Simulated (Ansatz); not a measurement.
Energy profile

The step: CH₆Si ([CH3][SiH3]) + HCl → CH₅ClSi ([CH3][SiH2][Cl]) + H₂; bonds formed: Si1–Cl7, H2–H6; bonds broken: Si1–H2, H6–Cl7 (atoms numbered as in the saddle structure below).

Si1  (-0.559, -0.108, -0.411)
H2  (0.329, -1.218, -1.374)
H3  (-1.405, -1.339, -0.269)
H4  (-1.394, 0.832, -1.180)
C5  (0.097, 0.250, 1.283)
H6  (0.828, -0.494, -1.509)
Cl7  (1.396, 1.158, -1.412)
H8  (0.970, -0.378, 1.475)
H9  (-0.668, 0.007, 2.026)
H10  (0.406, 1.290, 1.371)
(Å)

Electronic energies by CCSD(T) at an estimated basis limit (MP2 extrapolated from triple and quadruple zeta, plus CCSD(T) − MP2 in triple zeta), on PBE0-D4/def2-TZVP structures; CH7ClSi, closed shell; no counterpoise correction. Program: Ansatz 0.2.0. Basis: def2-TZVPP and def2-QZVPP. Cores are frozen in the correlated methods. Extrapolation: Hartree–Fock as exp(−7.88 √X), correlation as X^−2.97.

Q: Give the profile in kJ/mol, counted from the separated reactants. (An estimate is asked for; the value comes from the calculation.)

A: By the calculation:
```csv
point,kJ/mol
"separated: CH6Si (linked as [CH3][SiH3]; Si1, H2, H3, H4, C5, H8, H9, H10; singlet) + HCl (H6, Cl7; singlet)",0.0
start structure,-6.9
saddle,145.6
end structure,-85.1
"separated: CH5ClSi (linked as [CH3][SiH2][Cl]; Si1, H3, H4, C5, Cl7, H8, H9, H10; singlet) + H2 (H2, H6; singlet)",-82.4
```

T1 diagnostic: at most 0.011.

For scale, one of the runs: CCSD(T)/def2-TZVPP, 213 basis functions, launched by `ansatz run in.yaml --threads 4 --pin off --events-out ev --progress --plain --max-ram 9574MiB`. The run took 33 s on 4 CPU threads of an Arm Neoverse V1 (shared host), with 2.8 GiB of host memory at its peak.
